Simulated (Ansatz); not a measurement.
# Abstraction of Cl: SiH(CH3)Cl2 + NbCl4 → SiH(CH3)Cl + NbCl5

Gas-phase species: SiH(CH3)Cl2 (methyldichlorosilane), singlet; NbCl4 `[Cl][Nb]([Cl])([Cl])[Cl]`, doublet; SiH(CH3)Cl, doublet; NbCl5 (niobium pentachloride) `[Cl][Nb]([Cl])([Cl])([Cl])[Cl]`, singlet. A radical takes Cl: the energy is the difference in strength between the Si–Cl bond broken and the Nb–Cl bond made.

Shapes, held fixed at every level: PBE0-D4/def2-TZVP. Programs: Ansatz 0.2.0. The zero-point and thermal change to 298 K, harmonic and unscaled (PBE0-D4/def2-TZVP), is -3.1 kJ/mol.

```
              level                    kind  ΔH(298 K) (kJ/mol)  less CCSD(T)/def2-TZVPP
      HF/def2-TZVPP            Hartree–Fock              +287.4                    +98.4
  PBE-D4/def2-TZVPP                     GGA              +140.5                    -48.5
BHLYP-D4/def2-TZVPP           global hybrid              +227.5                    +38.5
 PBE0-D4/def2-TZVPP           global hybrid              +181.3                     -7.7
 wB97X-V/def2-TZVPP  range-separated hybrid              +212.5                    +23.5
   CCSD(T)/def2-SVP   coupled cluster or CI              +171.7                    -17.3
    CCSD/def2-TZVPP   coupled cluster or CI              +219.1                    +30.1
 CCSD(T)/def2-TZVPP   coupled cluster or CI              +189.0                      0.0
```

The highest level, CCSD(T)/def2-TZVPP, gives ΔH(298 K) = +189.0 kJ/mol; the levels span +140.5 to +287.4. The column of differences is taken from that level and isn't an error. No measured value is set beside it here. Open shells run unrestricted. For atoms past krypton def2 sets carry core potentials with scalar relativity. Outer-core shells of Nb are correlated, in sets that cover them unevenly.
